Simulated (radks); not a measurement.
Values are calculated unless marked as measured or tabulated.
Question: Mean orbital radii <r> (bohr) of the iron ion Fe2+, [Ar] 3d6, of relativity; Dirac values are averaged over j with weights 2j + 1. Spin-unpolarised spherical Kohn-Sham, PBE, point nucleus unless stated (finite: rms radius 3.7377 fm), a radial shooting solver on a logarithmic mesh with Libxc functionals. A level marked "c x" has the speed of light scaled by that factor and shares open shells by 2j + 1; other Dirac levels either fill j = l - 1/2 first or share by 2j + 1.

shell  non-rel.
1s      0.05914
2s       0.2700
2p       0.2367
3s       0.8201
3p       0.8614
3d        1.076

Give the values at the level "Dirac, 2j+1 shares, finite nucleus".

Answer: 
shell  Dirac, 2j+1 shares, finite nucleus  change of magnitude (%)
1s                                0.05845                    -1.17
2s                                 0.2667                    -1.23
2p                                 0.2354                    -0.54
3s                                 0.8112                    -1.09
3p                                 0.8579                    -0.41
3d                                  1.081                    +0.49
